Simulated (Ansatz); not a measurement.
`FB(S)S` → `S[B]S`• + F•  (homolysis of the B–F bond)

Computed with Ansatz on PBE0-D4/def2-TZVP structures; ΔE is electronic, products minus reactants. CCSD(T)/CBS is the MP2 limit (def2-TZVPP, def2-QZVPP) plus CCSD(T) − MP2 in def2-TZVPP, frozen cores. This one scheme is used for every species, atoms too. DFT in def2-TZVPP. Open shells (•) are unrestricted, without spin–orbit coupling. Spin–orbit coupling would lower the free atoms: a little for F. Each species was taken in one conformer, which may not be the lowest.

`FB(S)S`:

```xyz
6

F    -1.107   -0.018   -0.776
B    -0.019    0.000   -0.013
S     1.016   -1.471    0.141
S     0.447    1.495    0.884
H     0.257   -2.223   -0.674
H    -0.594    2.217    0.438
```

`S[B]S`•:

Cartesian coordinates in Å:
```
S 0.026 0.125 1.690
B -0.857 0.495 0.226
S -0.727 0.279 -1.505
H 1.103 -0.516 1.169
H 0.455 -0.383 -1.579
```

| level | ΔE (kJ/mol) |
| --- | --- |
| r2SCAN0-D4 | 644.9 |
| CAM-B3LYP | 679.3 |
| CCSD/def2-SVP | 653.4 |
| HF/CBS(def2) | 514.9 |

(1) What does CCSD(T)/CBS give? (An estimate is asked.)

Largest T1 diagnostic among the species: 0.017.

Results:

(1) The calculation gave: +685.1 kJ/mol. The listed levels differ from it by -40.2, -5.8, -31.7, -170.2 kJ/mol.

Leaving LDA and LC-ωPBE aside and taking each functional with its dispersion term where it has one, the values, not all of them listed here, spread over 45.1 kJ/mol, from BHLYP-D4 to ωB97M-V. LDA lies +97.6 kJ/mol from PBE without D4, its usual overbinding. The D4 term adds +3.5 kJ/mol with B3LYP and +1.8 kJ/mol with PBE0; it sums over pairs of atoms, weighted by their polarisabilities, and B3LYP, whose exchange is more repulsive, gets the larger term.

B3LYP here is the variant with VWN-RPA as its local correlation; programs differ in this.

CCSD(T)/CBS has its own doubt, a few kJ/mol and more with outer-core shells, so smaller differences from it don't rank the levels.
